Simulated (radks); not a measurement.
Values are calculated unless marked as measured or tabulated.
Task: The table gives one normalised radial function P(r) = r R(r) (large component) of Hf3+ in [Xe] 4f13 6p2 (r in bohr). Level of theory: Dirac Kohn-Sham, PBE, spin-unpolarised, spherical densities, point nucleus; open shells are shared between the two j in proportion to 2j + 1 (a radial shooting solver on a logarithmic mesh with Libxc functionals).

r           P
0.003178   0.0210
0.004273   0.0305
0.005791   0.0451
0.007848   0.0665
0.01064    0.0971
0.01441    0.1382
0.01954    0.1879
0.02648    0.2366
0.03588    0.2623
0.04863    0.2287
0.06591    0.0996
0.08861   -0.1139
0.1201    -0.3269
0.1628    -0.3452
0.2206    -0.0409
0.2989     0.4070
0.4051     0.5333
0.5491     0.0734
0.7442    -0.6465
1.009     -1.0514
1.367     -0.9132
1.852     -0.4908
2.491     -0.1659
3.375     -0.0304
4.574     -0.0025
6.2       -0.0001
8.402     0.0000

Which n and l does it have? It may be an empty orbital.

Result: n = 5, l = 1: the number of nodes gives n - l - 1 = 3, the rise at small r points to l (for j = l - 1/2 the large component starts as r^gamma with gamma = sqrt(l^2 - (Z/c)^2) = 0.85 and the r^(l+1) term takes over further out; the orbital of l - 1 with the same j starts with the same power, but with a larger coefficient, and does not steepen), and the extent must fit the shell. The curve is that of 5p1/2; the two j differ most near the nucleus, where j = l - 1/2 has the larger amplitude, and in heavy atoms j = l - 1/2 is also the more compact. 5p1/2: eigenvalue -81.077 eV, 3 radial nodes at r = 0.0765, 0.227, 0.567 bohr, <r> = 1.21 bohr, 90 % of the charge inside 1.75 bohr.
